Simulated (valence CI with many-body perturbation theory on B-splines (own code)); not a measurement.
# Energy levels of Os53+

Calculated by valence CI with perturbative core correlation (CI+MBPT): five valence electrons over a frozen Dirac-Fock core [Ar], a basis of 7 s, 7 p, 8 d, 6 f, 4 g, 1 h functions for each j, with the one-electron correlation potential Σ1, the two-electron term Σ2, the three-electron term Σ3, Breit, model QED; selected CI, second order for the rest, scaled by the run's own slope (own B-spline code, finite nucleus).

No measured spectrum was set against this ion. As an estimate, large intervals hold to a few tenths of a per cent, small ones and those within an open d or f shell to about a per cent. Among the levels kept, up to 570 cm⁻¹ of a level comes from second order outside the variational space, and about a tenth of that is noise between levels of different J, which matters for small intervals. Only levels of the ground parity were solved; by the run's estimate the other parity begins above the list, which can be wrong where configurations are misplaced.

Levels 1 to 32 of 32, with energies above the lowest level, (3d3/2^4 3d5/2) J=5/2. "Leading %" is the weight of the configuration and term that name the level; weights of strongly mixed levels are sums over their largest components and can fall short, so below about 35 % the name and the second component can differ from the true leading terms, or belong to a minority configuration. In the jj column 3d3/2^4 stands for four electrons in 3d with j = 3/2. Lifetimes count E1, E2, E3, M1 and M2 decay at the calculated energies, and are blank where another channel may lead or the interval is too uncertain; long ones can be off by a factor of two.

```
No.  Configuration  Term     J  E (cm⁻¹)  Leading %      g  Lifetime  Second component               Leading jj
  1            3d⁵    ²D   5/2         0         26  1.269                 25 % 3d⁵ ⁴P     3d3/2^4 3d5/2 (98 %)
  2            3d⁵    ⁶S   5/2    545460         34  1.329    191 ns       22 % 3d⁵ ²F   3d3/2^3 3d5/2^2 (96 %)
  3            3d⁵    ⁴G   7/2    641660         32  1.158    414 ns       26 % 3d⁵ ²F  3d3/2^3 3d5/2^2 (100 %)
  4            3d⁵    ²H  11/2    651480         45  1.096                 31 % 3d⁵ ⁴G   3d3/2^3 3d5/2^2 (99 %)
  5            3d⁵    ⁴D   3/2    658110         38  1.143    180 ns       28 % 3d⁵ ⁴P   3d3/2^3 3d5/2^2 (99 %)
  6            3d⁵    ²G   9/2    699250         33  1.128    343 μs       26 % 3d⁵ ⁴G   3d3/2^3 3d5/2^2 (98 %)
  7            3d⁵    ²D   5/2    731540         35  1.127   9.57 μs       25 % 3d⁵ ⁴D   3d3/2^3 3d5/2^2 (96 %)
  8            3d⁵    ⁴P   1/2    764370         40  1.777   38.4 μs       32 % 3d⁵ ²S   3d3/2^3 3d5/2^2 (94 %)
  9            3d⁵    ²F   7/2    768250         39  1.069   5.62 μs       34 % 3d⁵ ²G   3d3/2^3 3d5/2^2 (98 %)
 10            3d⁵    ²D   3/2    914450         63  0.798   2.25 μs       18 % 3d⁵ ⁴F   3d3/2^3 3d5/2^2 (93 %)
 11            3d⁵    ⁶S   5/2   1178000         36  1.311   92.7 ns       26 % 3d⁵ ²D   3d3/2^2 3d5/2^3 (95 %)
 12            3d⁵    ⁴D   7/2   1251100         52  1.207    166 ns       42 % 3d⁵ ⁴G  3d3/2^2 3d5/2^3 (100 %)
 13            3d⁵    ⁴G  11/2   1253400         50  1.087    247 ns       49 % 3d⁵ ²I   3d3/2^2 3d5/2^3 (99 %)
 14            3d⁵    ⁴G   9/2   1270700         63  1.139    248 ns       35 % 3d⁵ ²G   3d3/2^2 3d5/2^3 (98 %)
 15            3d⁵    ²I  13/2   1294800        100  1.065   1.28 μs                    3d3/2^2 3d5/2^3 (100 %)
 16            3d⁵    ⁴D   1/2   1313400         79  0.440    133 ns       17 % 3d⁵ ²S   3d3/2^2 3d5/2^3 (98 %)
 17            3d⁵    ⁴P   3/2   1323100         53  1.160   96.8 ns       35 % 3d⁵ ⁴F   3d3/2^2 3d5/2^3 (98 %)
 18            3d⁵    ²F   5/2   1331600         42  1.020    175 ns       33 % 3d⁵ ⁴D   3d3/2^2 3d5/2^3 (98 %)
 19            3d⁵    ²H   9/2   1375200         53  1.095    150 ns       47 % 3d⁵ ⁴F  3d3/2^2 3d5/2^3 (100 %)
 20            3d⁵    ²G   7/2   1395500         61  0.979    489 ns       35 % 3d⁵ ²F  3d3/2^2 3d5/2^3 (100 %)
 21            3d⁵    ⁴F   5/2   1414800         65  1.046    140 ns       26 % 3d⁵ ²D   3d3/2^2 3d5/2^3 (99 %)
 22            3d⁵    ²D   3/2   1417200         84  0.853    366 ns       14 % 3d⁵ ⁴D   3d3/2^2 3d5/2^3 (93 %)
 23            3d⁵    ²G   7/2   1468900         48  1.027    276 ns       33 % 3d⁵ ²F   3d3/2^2 3d5/2^3 (97 %)
 24            3d⁵    ⁴P   1/2   1470000         46  1.751    188 ns       41 % 3d⁵ ²P   3d3/2^2 3d5/2^3 (89 %)
 25            3d⁵    ²G   9/2   1542800         80  1.102    488 ns       10 % 3d⁵ ⁴F   3d3/2^2 3d5/2^3 (98 %)
 26            3d⁵    ²P   3/2   1672100         74  1.177    475 ns       23 % 3d⁵ ²D   3d3/2^2 3d5/2^3 (98 %)
 27            3d⁵    ²D   5/2   1704300         80  1.175    278 ns       10 % 3d⁵ ²F   3d3/2^2 3d5/2^3 (95 %)
 28            3d⁵    ⁴P   5/2   1893900         34  1.235   61.9 ns       27 % 3d⁵ ²F     3d3/2 3d5/2^4 (97 %)
 29            3d⁵    ²F   7/2   1969500         28  1.176   89.5 ns       27 % 3d⁵ ⁴F    3d3/2 3d5/2^4 (100 %)
 30            3d⁵    ²H  11/2   1981000         54  1.067    115 ns       27 % 3d⁵ ²I    3d3/2 3d5/2^4 (100 %)
 31            3d⁵    ⁴D   3/2   1996300         31  0.990   72.2 ns       29 % 3d⁵ ²D     3d3/2 3d5/2^4 (99 %)
 32            3d⁵    ²G   9/2   2042400         52  1.111    127 ns       19 % 3d⁵ ⁴F     3d3/2 3d5/2^4 (98 %)
```

The ionisation energy to 3d⁴ ³P0 of the next ion comes out as 5052 eV (NIST: 5052 ± 5 eV (theoretical)). All 32 levels together are meant to be complete up to 2076100 cm⁻¹.
